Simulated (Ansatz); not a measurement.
The lowest doublet and quartet of CF (SMILES [C]F); geometries from B3LYP-D3(BJ)/def2-TZVP, each state relaxed from the structure named, with no frequency check.
Doublet (charge 0, multiplicity 2):
```xyz
2

C      0.000     0.000    -0.765
F      0.000     0.000     0.510
```
Quartet (charge 0, multiplicity 4):
```csv
atom,x (Å),y (Å),z (Å)
C,0.0000,0.0000,-0.7965
F,0.0000,0.0000,0.5310
```

A positive gap puts the quartet lower; no zero-point energy. U- takes an unrestricted doublet. The quartet is unrestricted in single-reference levels. Active spaces average the two states.

Frozen-core correlation.

The values were computed with Ansatz (a quantum-chemistry and plane-wave program). Values without a source in brackets are computed.

```
level                                     gap E(doublet) − E(quartet), adiabatic (kcal/mol)
----------------------------------------  -------------------------------------------------
U-HF/cc-pVTZ                                                                         -52.03
U-SVWN5/def2-TZVPP                                                                   -81.51
U-BHLYP/def2-TZVPP                                                                   -82.98
U-wB97X-V/def2-TZVPP                                                                 -87.39
U-SCS-MP2/cc-pVTZ                                                                    -82.66
U-CCSD(T)/cc-pVTZ                                                                    -80.84
SA-CASSCF(3,4)/cc-pVTZ                                                               -68.37
FIC-NEVPT4(SD) on SA-CASSCF(3,4)/cc-pVDZ                                                  ?
FIC-MRCISD+Q on SA-CASSCF(3,4)/cc-pVTZ                                               -80.32
```

Task: Complete the blanks.

Result: 
- FIC-NEVPT4(SD) on SA-CASSCF(3,4)/cc-pVDZ, gap E(doublet) − E(quartet), adiabatic (kcal/mol): -77.88
